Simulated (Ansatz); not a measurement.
Ansatz (an electronic-structure program) input (B2PLYP/def2-TZVPD):

Ansatz 0.2 input:
```yaml
crystal:
  periodic: [false, false, false]
  atoms:
    - {symbol: Si, position_ang: [-2.10061707, -0.49285537, 0.14909133]}
    - {symbol: C, position_ang: [-0.25014273, -0.24387016, 0.01127750]}
    - {symbol: N, position_ang: [0.61383218, -1.22578530, -0.09147339]}
    - {symbol: C, position_ang: [1.91536413, -0.79235900, -0.17937112]}
    - {symbol: C, position_ang: [2.00617691, 0.55805214, -0.13933336]}
    - {symbol: S, position_ang: [0.50600420, 1.34256086, 0.00688810]}
    - {symbol: H, position_ang: [-2.72117123, 0.84761695, 0.24510796]}
    - {symbol: H, position_ang: [-2.60254253, -1.19663080, -1.05030696]}
    - {symbol: H, position_ang: [-2.41163884, -1.28095115, 1.36068358]}
    - {symbol: H, position_ang: [2.72270933, -1.50147432, -0.26809732]}
basis:
  gaussian:
    orbitals: def2-TZVPD
hamiltonian:
  xc: {name: B2PLYP}
magnetization: {spin_polarized: true, initial_magnetization: 1}
correlation: {electrons: outside_noble_gas}
```

End of the output:

```
integrals: 0.71 GiB planned
1787 factors; integrals over basis functions are off by at most 1.1e-3 eV
0.47 GiB of the device are held for the grids
1.64 GiB of device memory are held for the factors and their scratch space
mean field: 2.73 GiB planned
mean field evaluation 1: about -23353.0282 eV, gradient 3.5e1 eV
mean field evaluation 2: about -23353.1883 eV, gradient 3.5e1 eV
mean field evaluation 4: about -23358.8828 eV, gradient 7.5e0 eV
mean field evaluation 8: about -23359.2063 eV, gradient 8.5e-1 eV
mean field evaluation 16: about -23359.2235 eV, gradient 4.6e-2 eV
mean field evaluation 32: about -23359.2237 eV, gradient 2.1e-5 eV
mean field -23359.22365286 eV, -858.4356357922 hartree, gradient 8.2e-6 eV, S^2 0.780414; 0 other end points of the search recorded, 0 dependent functions left out
14 core orbitals not correlated
reference -23359.22384523 eV, -858.4356428615 hartree; 16, 15 occupied and 243, 244 virtual orbitals, 1787 factors
second order -31.32166027 eV of doubles, -0.00000000 eV of singles
Total energy: -23367.68069350 eV, -858.7464263032 hartree
```

It need not be the lowest isomer of its formula.
